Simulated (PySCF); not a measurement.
Job file and geometry (Å, from GFN2-xTB) of an NMR shielding run on `C#CC#CC[Si@@H](P)COC`, C$_{7}$H$_{11}$OPSi, PySCF 2.14.0, density-fitted response routines, GIAO PBE0/pcSseg-1 NMR shielding, non-relativistic, gas phase; density fitting, a coarse starting grid and PySCF grid level 2 are the driver's defaults:

```
$ OMP_NUM_THREADS=1 python probes_run.py task.json out

{"job": {"kind": "nmr", "xc": "PBE0", "basis": "pcSseg-1"}, "charge": 0, "multiplicity": 1}
C      2.512926     4.135383    -1.681613
C      2.397131     3.067754    -1.135568
C      2.256957     1.870866    -0.508507
C      2.149300     0.814487     0.067316
C      1.967706    -0.435014     0.747465
Si     0.479593    -1.431392     0.037693
P     -0.413967    -2.622692     1.697557
C     -1.024959    -0.283691    -0.267004
O     -1.965082    -0.748125     0.682292
C     -3.160631    -0.017431     0.722204
H      2.617991     5.062399    -2.159137
H      2.880720    -1.028059     0.667487
H      1.793934    -0.241663     1.810056
H      0.899548    -2.050288    -1.234011
H     -1.272990    -3.346976     0.894446
H      0.536512    -3.638850     1.693939
H     -1.435543    -0.367612    -1.280868
H     -0.793200     0.774819    -0.095556
H     -2.969949     1.039999     0.943711
H     -3.695335    -0.086221    -0.233914
H     -3.769581    -0.450752     1.513626
```

Q: What does the program print?

A: 
```
coarse grid: 18760 points
cycle   1  E = -978.3996297913  dE =  1.288e+00  |g| = 6.110e-01  |ddm| = 4.498e+00
cycle   2  E = -978.3478401043  dE =  5.179e-02  |g| = 8.121e-01  |ddm| = 1.578e+00
cycle   3  E = -978.4779528982  dE = -1.301e-01  |g| = 1.431e-01  |ddm| = 1.051e+00
cycle   4  E = -978.4813133895  dE = -3.360e-03  |g| = 5.888e-02  |ddm| = 1.646e-01
cycle   5  E = -978.4819348039  dE = -6.214e-04  |g| = 3.136e-02  |ddm| = 6.741e-02
cycle   6  E = -978.4821822691  dE = -2.475e-04  |g| = 5.184e-03  |ddm| = 2.839e-02
cycle   7  E = -978.4821884108  dE = -6.142e-06  |g| = 1.682e-03  |ddm| = 6.590e-03
final grid: 172608 points
cycle   8  E = -978.5550283730  dE = -3.296e-05  |g| = 1.194e-02  |ddm| = 9.971e-02
cycle   9  E = -978.5549998225  dE =  2.855e-05  |g| = 1.702e-02  |ddm| = 2.112e-02
cycle  10  E = -978.5550553985  dE = -5.558e-05  |g| = 2.745e-03  |ddm| = 1.310e-02
cycle  11  E = -978.5550573089  dE = -1.910e-06  |g| = 6.365e-04  |ddm| = 2.602e-03
cycle  12  E = -978.5550573992  dE = -9.024e-08  |g| = 1.900e-04  |ddm| = 6.817e-04
cycle  13  E = -978.5550574071  dE = -7.902e-09  |g| = 4.606e-05  |ddm| = 2.151e-04
cycle  14  E = -978.5550574074  dE = -3.195e-10  |g| = 2.968e-05  |ddm| = 6.365e-05
converged SCF energy = -978.5550574074

GIAO shielding tensors (ppm)
atom      isotropic    diamagn.    paramagn.     s11        s22        s33       span
  0 C      116.267     262.623    -146.356     38.371     41.439    268.991    230.620
  1 C      112.508     248.671    -136.163     22.671     23.819    291.035    268.364
  2 C      113.779     245.427    -131.648     35.867     41.661    263.809    227.942
  3 C      107.456     260.321    -152.866      6.260     17.154    298.953    292.692
  4 C      180.428     257.017     -76.589    168.963    174.340    197.982     29.019
  5 Si     354.994     880.974    -525.980    325.822    346.830    392.332     66.510
  6 P      622.734     966.848    -344.114    558.596    613.295    696.312    137.716
  7 C      126.884     254.280    -127.396     98.095    100.232    182.325     84.230
  8 O      320.649     400.328     -79.679    289.005    302.465    370.477     81.472
  9 C      123.185     243.407    -120.222     90.955     93.991    184.610     93.655
 10 H       30.563      34.310      -3.747     24.990     25.109     41.591     16.601
 11 H       29.768      27.179       2.588     23.730     29.111     36.462     12.732
 12 H       29.718      30.329      -0.612     24.156     29.667     35.331     11.174
 13 H       26.598      29.587      -2.988     23.328     24.590     31.876      8.548
 14 H       30.612      30.067       0.545     24.580     28.444     38.812     14.232
 15 H       31.055      28.899       2.156     25.409     27.607     40.148     14.739
 16 H       28.531      33.677      -5.146     24.859     27.323     33.410      8.552
 17 H       28.307      35.219      -6.912     23.895     26.947     34.078     10.184
 18 H       28.448      29.701      -1.254     24.647     25.946     34.750     10.104
 19 H       28.448      28.733      -0.285     24.546     25.692     35.106     10.560
 20 H       27.842      28.196      -0.353     23.287     25.349     34.891     11.603
```

Q: Turn these shieldings into chemical shifts. Referencing at the same level of theory: ¹³C (σ = 186.93 ppm), ²⁹Si (σ = 349.16 ppm), ¹H (σ = 31.72 ppm) against TMS; ³¹P (σ = 318.38 ppm) vs H3PO4; ¹⁷O (σ = 336.08 ppm) vs H2O.

A: Averaging equivalent atoms: C 3: 79.5; C 1: 74.4; C 2: 73.1; C 0: 70.7; C 9: 63.7; C 7: 60.0; C 4: 6.5; Si 5: -5.8; P 6: -304.4; O 8: 15.4; H 13: 5.12; H 18/19/20: 3.47; H 17: 3.41; H 16: 3.19; H 12: 2.00; H 11: 1.95; H 10: 1.15; H 14/15: 0.88 ppm. Experimental scales use liquid or dissolved standards, which lie at an offset from isolated H2O (liquid H2O: subtract about 36 ppm) and H3PO4.

Size and cost of the density-fitted run: 239 basis functions, 2.4 min wall time on 1 thread of an Intel Xeon, shared host; peak memory 1.1 GiB.
